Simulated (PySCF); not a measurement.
# Worked example: oscillator strength and radiative lifetime

C₃H₉FSi₂, SMILES F/C=C(/[SiH3])C[SiH3].

Coordinates come from a B3LYP-D3(BJ)/def2-SVP optimisation. The structure was generated by enumeration; whether it is a known compound was not checked. The values are those of a single conformer.

TDA-ωB97X/def2-SVPD (PySCF 2.14.0) puts the first singlet state with f over 0.02 at 7.13 eV (vertical), with the transition dipole (-0.417, -1.472, -0.010) in atomic units.

Find the oscillator strength, the wavelength and the radiative lifetime that this transition would have in vacuum if emission retraced absorption.


|μ|² = 2.3408 au, so |μ| = 3.89 D. ΔE = 7.13/27.211 = 0.2620 hartree. f = (2/3) ΔE |μ|² = 0.409 (the program prints 0.409).
λ = 1239.84/7.13 = 174 nm; ν = 57507 cm⁻¹.
Einstein's coefficient A = 0.6670 ν² f s⁻¹ (ν in cm⁻¹) = 9.0e8 s⁻¹, so τ = 1/A = 1.1 ns. This state is S2; the lower singlet has f = 0.003. The figure is the radiative limit of this one transition; relaxation, internal conversion, crossing to triplets and a medium change what is measured.
